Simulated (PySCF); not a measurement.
Compound: C₆H₉N₂ (doublet state).
Geometry (GFN2-xTB, Å), atoms numbered from 1 in this order:
```xyz
17
C6H9N2 angstrom
C      2.039   -0.057    0.831
C      1.425   -0.321   -0.484
C      0.318    0.494   -1.000
C     -1.092   -0.083   -0.583
C     -2.117    0.675   -1.248
N     -2.921    1.296   -1.774
C     -1.288    0.030    0.908
N     -1.439   -0.896    1.735
H      2.022    1.006    1.066
H      3.067   -0.416    0.858
H      1.499   -0.574    1.636
H      1.656   -1.248   -0.983
H      0.377    1.518   -0.625
H      0.330    0.517   -2.094
H     -1.157   -1.131   -0.901
H     -1.282    1.043    1.300
H     -1.445   -1.840    1.349
```

The hyperfine couplings belong to this conformer and change with its torsions.

Identity: `[H]/N=C\[C@@H](C#N)C[CH]C` [radical].

Computed, not measured: UKS B3LYP, pcH-1 on C H N, non-relativistic, mean-field spin-orbit, GIAO in PySCF 2.14.0. Isolated species at its GFN2-xTB geometry (one conformer only). The geometry wasn't refined by DFT: couplings that depend on bond lengths, twists or pyramidal angles can differ widely from those at the functional's own minimum. Stability of the SCF solution: not tested.

Largest spin populations (Mulliken): C2 (+1.01), C1 (-0.08), C3 (-0.08) and H11 (+0.06). C2 is the only atom above +0.15. The positive populations add up to 1.22 and the negative ones to -0.22, together 2S = 1. The angles at C2 add up to 358.8°, so it is planar; its axial dipolar tensor and the negative coupling of its proton fit spin in a p orbital normal to that plane.

(1) Find Q in a(H) = Q·ρ(C) for the protons on the planar carbons that carry spin.

(2) List the C–H protons on four-coordinate carbons next to a three-coordinate spin centre, with their couplings and θ (C–H bond against the normal to the plane of the centre's neighbours, projected along the bond that joins the two).

(3) What would the freely rotating methyl group on C1 show?

Answers

(1) 
```tsv
H	C	ρ(C)	a(H) (G)	a/ρ (G)
H12	C2	+1.014	-21.63	-21.3
```

One proton gives one ratio, Q = -21.3 G, and no test of linearity.

(2) 
| β H | on | centre | θ (°) | cos²θ | a (G) |
| --- | --- | --- | --- | --- | --- |
| H9 | C1 | C2 | 63 | 0.20 | +11.00 |
| H10 | C1 | C2 | 58 | 0.27 | +17.03 |
| H11 | C1 | C2 | 3 | 1.00 | +58.07 |
| H13 | C3 | C2 | 66 | 0.17 | +6.83 |
| H14 | C3 | C2 | 55 | 0.32 | +18.14 |

Fitting the Heller–McConnell form a = ρ(B0 + B2 cos²θ), with Mulliken ρ = 1.01, gives B0 = -1.2 G and B2 = 58.9 G, with a largest miss of 2.0 G. By this fit the coupling would be 58.5 G at θ = 0° and -1.2 G at 90°.

(3) Three equal couplings, a 1:3:3:1 quartet. The mean of the three values of this geometry estimates the splitting: 28.7 G, or 80.4 MHz (three bonds 120° apart have a mean cos²θ of 1/2 at any torsion).

Couplings in gauss use g_iso = 2.0026.
